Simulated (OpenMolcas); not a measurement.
Systems:
- [Fe(NH3)2]2+, a model complex in vacuum: linear, Fe–NH3 2.00 Å; shape imposed, not necessarily the one it adopts

Coordinates (Å) for ANO-RCC-VDZP on Fe, N and ANO-RCC-VDZ on H:

```xyz
9

Fe     0.0000     0.0000     0.0000
N      0.0000     0.0000     2.0030
H      0.9389     0.0000     2.4015
H     -0.4695     0.8131     2.4015
H     -0.4694    -0.8131     2.4015
N      0.0000     0.0000    -2.0030
H      0.9389     0.0000    -2.4015
H     -0.4695    -0.8131    -2.4015
H     -0.4694     0.8131    -2.4015
```

Method: state-averaged CASSCF on the open d shell with SC-NEVPT2, ANO basis sets as named, scalar-relativistic DKH2 or scalar-relativistic X2C, RICD, in OpenMolcas. State energies are spin-free and vertical. Orbital splittings and repulsion parameters are fits to the integrals of the highest spin's CASSCF orbitals. Times are rough, from shared cores.

```
case                                            ground state  first state of the same spin (cm⁻¹)  first state of another spin (cm⁻¹)  Racah B (cm⁻¹)  basis functions  relative time
------------------------------------------  ----------------  -----------------------------------  ----------------------------------  --------------  ---------------  -------------
ANO-RCC-VDZP on Fe, N and ANO-RCC-VDZ on H  quintet (2-fold)                quintet (2-fold) 2080      triplet (non-degenerate) 15470            1126               74              1
ANO-RCC-MB                                  quintet (2-fold)                quintet (2-fold) 2550      triplet (non-degenerate) 15730            1078               34              1
ANO-RCC-VDZ                                 quintet (2-fold)                quintet (2-fold) 2460      triplet (non-degenerate) 17050            1127               57              1
ANO-R2                                      quintet (2-fold)                quintet (2-fold) 2690      triplet (non-degenerate) 15200            1132              214              7
```

No ligand orbital and no second metal shell is active in the minimal space. The geometry is a model, so the numbers describe that model and not a measured compound. Gaps under about 300 cm⁻¹ between spin-free states are not resolved by the perturbation step.
